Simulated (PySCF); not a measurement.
# How methods differ on the excitation energy of B

B [He] 2s2 2p1 (2P) → B [He] 2s1 2p1 3d1 (high-spin determinant), as a difference of total energies. All numbers are calculated (PySCF 2.14, scalar relativity by spin-free X2C-1e, in aug-cc-pVTZ-DK (5s4p3d2f, 46 functions)). Correlated levels: valence: 1s2 frozen. The calculations carry no spin-orbit coupling.

```
           method  excitation energy (cm⁻¹)
              UHF                     88018
              LDA                     94321
              PBE                     92812
             PBE0                     93740
           r2SCAN                     92831
            B97-3                     94722
           PBEsol                     92567
           M06-2X                     98270
          r2SCAN0                     94076
    MP2 (valence)                     96334
SCS-MP2 (valence)                     98620
```

The upper state lies above the first ionisation limit, but in LS coupling its spin forbids autoionisation to the ground ion. A Rydberg-like electron needs more diffuse functions than a valence basis has.

The promoted electron is Rydberg-like, and one or two diffuse shells describe it only roughly, which tends to raise the upper state.

In the upper state the promoted electron has a positive orbital energy at LDA, PBE, PBE0, r2SCAN, B97-3, PBEsol, M06-2X, r2SCAN0, so the basis confines it.

The determinant of the upper state mixes LS terms, which raises its energy above the lowest term, most at the Hartree-Fock and MP2 levels.
